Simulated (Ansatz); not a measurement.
`CC[Si](F)(F)F` + H₂Se → `F[Si](F)(F)[SeH]` + `CC` at 500 K and 1 bar (ligand exchange at the Si–C bond).

Program: Ansatz. Geometries: PBE0-D4/def2-TZVP. ΔE: electronic, gas phase. CBS: MP2 limit from def2 TZ/QZ plus the TZ coupled-cluster correction, frozen cores. This one scheme is used for every species. For Se outer-core shells are correlated without core-valence functions, which leaves a few kJ/mol of doubt a bond. Scalar relativity is left out up to krypton. One conformer a species, not always the lowest.

| species | CCSD(T)/CBS energy (Eh) | H − E (kJ/mol) | S (J/(mol·K)) |
| --- | --- | --- | --- |
| `CC[Si](F)(F)F` | -667.80639 | 246.6 | 424.7 |
| H₂Se | -2401.89790 | 53.1 | 237.8 |
| `F[Si](F)(F)[SeH]` | -2990.00244 | 86.8 | 397.9 |
| `CC` | -79.71954 | 220.5 | 259.9 |

H − E and S are ideal-gas, rigid-rotor, harmonic terms from PBE0-D4/def2-TZVP, for one conformer and one mirror image of each species. 1 Eh = 2625.50 kJ/mol, R = 8.31446 J/(mol·K).

Task: By hand: ΔE, ΔH, ΔS and ΔG.

Result: ΔE = (-2990.00244) + (-79.71954) − (-667.80639) − (-2401.89790) = -0.01769 Eh = -46.4 kJ/mol. Δ(H − E) = 86.8 + 220.5 − 246.6 − 53.1 = 7.6, so ΔH = -38.8 kJ/mol. ΔS = 397.9 + 259.9 − 424.7 − 237.8 = -4.7 J/(mol·K). ΔG = -38.8 − 500 × (-4.7)/1000 = -36.4 kJ/mol.

Task: By hand: the equilibrium constant, and the temperature at which ΔG would vanish if ΔH and ΔS stayed fixed.

Result: log₁₀ K = −ΔG/(RT ln 10) = 3.8. ΔG = 0 at ΔH/ΔS = 8255 K, far beyond where these terms or the molecules hold.

The number of gas molecules stays the same, so ΔS is small and ΔH decides. A doubt of 5 kJ/mol in ΔE shifts log₁₀ K by 0.5 here. Other conformers and mirror images would add mixing entropy, several J/(mol·K) or more a flexible species. These are equilibria of isolated gas molecules and say nothing of rates. Largest T1 diagnostic: 0.011 (customary marks: 0.02 for closed shells, 0.045 for open ones).
